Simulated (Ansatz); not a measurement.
Relaxation of C$_{2}$HF$_{3}$Si (7 atoms, charge 0, multiplicity 1), to a largest force component of 0.02 eV/Å in at most 50 steps.

Computed with RKS PBE-D4/def2-SVP in Ansatz.

```xyz
7
Properties=species:S:1:pos:R:3:forces:R:3
F 0.276 -2.027 0.845 -0.93 -0.34 -1.20
C -0.076 -1.065 -0.092 0.09 -4.12 3.41
C 0.766 -0.135 -0.463 4.90 1.02 -0.47
Si -0.773 0.513 -0.044 -0.97 2.35 -2.47
F -1.362 1.188 -1.394 -1.49 0.47 0.45
F -0.599 1.516 1.172 -0.92 0.90 1.17
H 1.830 -0.059 -0.070 -0.68 -0.28 -0.89
```

**Question.** Where does it end, and by what steps?

**Answer.** The forces met the threshold. After 8 steps the energy has fallen by 1.842 eV; F6 moved furthest, 0.46 Å.

| step | energy less start (eV) | largest force component (eV/Å) | accepted |
| --- | --- | --- | --- |
| 0 | 0.0000 | 4.896 | yes |
| 1 | -1.0909 | 2.579 | yes |
| 2 | -1.5908 | 1.264 | yes |
| 3 | -1.6390 | 2.136 | yes |
| 4 | -1.8069 | 0.578 | yes |
| 5 | -1.8315 | 0.545 | yes |
| 6 | -1.8328 | 0.268 | yes |
| 7 | -1.8419 | 0.054 | yes |
| 8 | -1.8421 | 0.011 | yes |

```xyz
7
Properties=species:S:1:pos:R:3
F 0.051 -2.260 0.585
C 0.041 -0.981 0.245
C 1.012 -0.125 -0.200
Si -0.602 0.664 -0.050
F -1.531 1.099 -1.309
F -1.000 1.736 1.103
H 2.090 -0.202 -0.419
```

Whether the end is a true minimum wasn't checked by a vibrational analysis.

The run took 9.5 s on 2 threads of Intel(R) Xeon(R) Platinum 8488C (Sapphire Rapids) (shared host), peak memory 0.14 GiB.
